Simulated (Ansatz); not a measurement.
```yaml
crystal:
  periodic: [false, false, false]
  atoms:
    - {symbol: C, position_ang: [-0.563967, 2.073834, -0.154169]}
    - {symbol: C, position_ang: [-0.022912, 0.835520, 0.201041]}
    - {symbol: N, position_ang: [-0.295164, -0.245391, -0.467522]}
    - {symbol: Si, position_ang: [0.340754, -1.812300, -0.082350]}
    - {symbol: H, position_ang: [-1.227709, 2.139364, -1.007633]}
    - {symbol: H, position_ang: [-0.332049, 2.969779, 0.408035]}
    - {symbol: H, position_ang: [0.645352, 0.821291, 1.075266]}
    - {symbol: H, position_ang: [1.095197, -2.311120, -1.260699]}
    - {symbol: H, position_ang: [-0.800463, -2.725649, 0.182163]}
    - {symbol: H, position_ang: [1.243959, -1.796628, 1.108868]}
basis:
  gaussian: {orbitals: def2-mTZVP}
magnetization: {spin_polarized: true, initial_magnetization: 4}
hamiltonian: {xc: {name: rPW86-PBE}, dispersion: d3bj}
output: {forces: true}
```

```sh
$ ansatz run in.yaml --threads 4 --pin off --events-out ev --progress --plain --max-ram 10444MiB
```

Output, abridged:

```
Error: a molecule whose nuclei and cores have a total charge of 39 cannot have a net charge of 0 together with 4 unpaired electrons
```

(1) Something in this input is off. What?

Answers

(1) The number of unpaired electrons doesn't fit the electron count. The input was rejected before any iteration.
